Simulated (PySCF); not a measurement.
**Excitation energy of Tl⁺ by level of theory**

Tl⁺ [Xe] 4f14 5d10 6s2 (1S) → Tl⁺ [Xe] 4f14 5d9 6s2 6p1 (high-spin determinant), as a difference of total energies. Calculation: PySCF 2.14, in ANO-RCC-VTZP (8s7p5d3f2g, 93 functions); the spin-free X2C one-electron Hamiltonian (Gaussian nucleus). Correlated levels: valence and next inner shell: [Kr] 4d10 4f14 frozen. The calculations carry no spin-orbit coupling.

```json
{"method": "UHF", "excitation energy (eV)": "14.514"}
{"method": "MP2 (valence and next inner shell)", "excitation energy (eV)": "15.768"}
{"method": "SCS-MP2 (valence and next inner shell)", "excitation energy (eV)": "15.643"}
{"method": "CCSD (valence and next inner shell)", "excitation energy (eV)": "15.385"}
{"method": "CCSD(T) (valence and next inner shell)", "excitation energy (eV)": "15.436"}
```

Question: How much does correlation contribute at CCSD(T) (valence and next inner shell)?

Answer: 15.436 − (14.514) = 0.922 eV, measured against UHF.

A first-order spin-orbit estimate (lowest level to lowest level, LS coupling) adds -0.460 eV.

The basis was made for the ground configuration and has no added diffuse functions, so the excitation energy can come out too high.

The determinant of the upper state mixes LS terms, which raises its energy above the lowest term, most at the Hartree-Fock and MP2 levels.
